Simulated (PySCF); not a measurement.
Atomic charges against the basis set

Species: C5H8Si.
Geometry (PBE0-D3(BJ)/def2-SVP, Å), atoms numbered from 1 in this order:
```xyz
14
C5H8Si angstrom
C      2.978   -0.410    0.594
C      1.890   -0.098    0.156
C      0.589    0.269   -0.342
C     -0.451   -0.859   -0.628
C     -1.777   -0.101   -0.367
Si    -0.776    1.064    0.742
H      3.941   -0.687    0.979
H      0.690    0.903   -1.242
H     -0.352   -1.319   -1.625
H     -0.318   -1.662    0.115
H     -2.604   -0.700    0.037
H     -2.130    0.418   -1.272
H     -0.982    2.543    0.677
H     -0.706    0.624    2.166
```

PBE0 throughout (PySCF), one geometry, spherical d and f functions. Geometry: PBE0-D3(BJ)/def2-SVP, one conformer, isolated molecule. The first 7 of 14 kinds of atom are listed.

Mulliken charges (e):

```csv
basis,functions,C1,C2,C3,C4,C5,Si6,H7
pcSseg-0,74,-0.314,-0.024,-0.796,-0.433,-0.946,+0.963,+0.271
6-31G*,104,-0.541,+0.352,-0.504,-0.364,-0.542,+0.504,+0.231
cc-pVDZ,128,-0.468,+0.490,-0.336,-0.017,-0.198,+0.332,-0.001
def2-SVP,128,-0.468,+0.391,-0.383,-0.018,-0.291,+0.493,+0.038
aug-cc-pVDZ,214,+1.044,-0.459,+0.202,+0.637,+0.667,-0.562,-0.658
"6-311+G(2d,p)",218,-0.345,+0.308,-0.443,-0.273,-0.479,+0.475,+0.153
def2-TZVP,240,-0.169,-0.019,-0.296,-0.164,-0.347,+0.243,+0.172
cc-pVTZ,296,-0.255,+0.017,-0.203,-0.135,-0.298,+0.261,+0.144
IGLO-III,299,-0.195,-0.083,-0.327,-0.182,-0.524,+0.801,+0.145
```

IAO charges (e):

```csv
basis,functions,C1,C2,C3,C4,C5,Si6,H7
pcSseg-0,74,-0.249,-0.022,-0.395,-0.259,-0.542,+0.646,+0.187
6-31G*,104,-0.258,-0.028,-0.387,-0.243,-0.538,+0.744,+0.192
cc-pVDZ,128,-0.267,-0.026,-0.384,-0.244,-0.537,+0.737,+0.195
def2-SVP,128,-0.260,-0.024,-0.389,-0.237,-0.535,+0.757,+0.189
aug-cc-pVDZ,214,-0.280,-0.024,-0.387,-0.250,-0.546,+0.741,+0.201
"6-311+G(2d,p)",218,-0.281,-0.024,-0.397,-0.251,-0.556,+0.775,+0.201
def2-TZVP,240,-0.280,-0.024,-0.399,-0.252,-0.559,+0.784,+0.201
cc-pVTZ,296,-0.278,-0.024,-0.396,-0.252,-0.556,+0.769,+0.201
IGLO-III,299,-0.282,-0.024,-0.400,-0.252,-0.559,+0.784,+0.202
```

Hirshfeld charges (e):

```json
{"basis": "pcSseg-0", "functions": "74", "C1": "-0.138", "C2": "-0.059", "C3": "-0.081", "C4": "-0.049", "C5": "-0.149", "Si6": "+0.347", "H7": "+0.089"}
{"basis": "6-31G*", "functions": "104", "C1": "-0.146", "C2": "-0.055", "C3": "-0.085", "C4": "-0.045", "C5": "-0.151", "Si6": "+0.313", "H7": "+0.093"}
{"basis": "cc-pVDZ", "functions": "128", "C1": "-0.143", "C2": "-0.053", "C3": "-0.090", "C4": "-0.054", "C5": "-0.155", "Si6": "+0.342", "H7": "+0.089"}
{"basis": "def2-SVP", "functions": "128", "C1": "-0.142", "C2": "-0.051", "C3": "-0.092", "C4": "-0.056", "C5": "-0.157", "Si6": "+0.349", "H7": "+0.087"}
{"basis": "aug-cc-pVDZ", "functions": "214", "C1": "-0.139", "C2": "-0.053", "C3": "-0.109", "C4": "-0.071", "C5": "-0.170", "Si6": "+0.355", "H7": "+0.087"}
{"basis": "6-311+G(2d,p)", "functions": "218", "C1": "-0.140", "C2": "-0.058", "C3": "-0.108", "C4": "-0.066", "C5": "-0.165", "Si6": "+0.357", "H7": "+0.088"}
{"basis": "def2-TZVP", "functions": "240", "C1": "-0.142", "C2": "-0.054", "C3": "-0.104", "C4": "-0.065", "C5": "-0.166", "Si6": "+0.351", "H7": "+0.087"}
{"basis": "cc-pVTZ", "functions": "296", "C1": "-0.143", "C2": "-0.052", "C3": "-0.101", "C4": "-0.064", "C5": "-0.164", "Si6": "+0.349", "H7": "+0.088"}
{"basis": "IGLO-III", "functions": "299", "C1": "-0.142", "C2": "-0.055", "C3": "-0.106", "C4": "-0.069", "C5": "-0.166", "Si6": "+0.353", "H7": "+0.087"}
```

Problem. Which scheme is steadiest as the basis changes?

Solution. Largest range over the bases for any column: Hirshfeld 0.04 e, IAO 0.14 e, Mulliken 1.61 e. Hirshfeld charges move least and Mulliken charges most, counted in e.

Problem. How much do the charges still move between the two largest bases, cc-pVTZ and IGLO-III?

Solution. At most, over all atoms: Mulliken 0.539 e, IAO 0.015 e, Hirshfeld 0.005 e.

Problem. What do the same runs give for the total energy, the frontier levels and the dipole moment?

Solution. 
```
        basis  energy (Eh)  HOMO (eV)  LUMO (eV)  μ (D)
     pcSseg-0    -483.6130      -7.19       0.48   0.98
       6-31G*    -484.3583      -6.73       0.50   1.15
      cc-pVDZ    -484.3889      -6.89       0.49   1.17
     def2-SVP    -484.1522      -6.97       0.51   1.16
  aug-cc-pVDZ    -484.3999      -7.03      -0.20   1.27
6-311+G(2d,p)    -484.4449      -7.05      -0.18   1.28
    def2-TZVP    -484.4615      -7.02       0.07   1.27
      cc-pVTZ    -484.4596      -7.00       0.19   1.24
     IGLO-III    -484.4670      -7.04       0.14   1.29
```

The dipole is fixed by the density alone, so its range of 0.31 D shows that the density itself changes with the basis, not only its division among atoms.
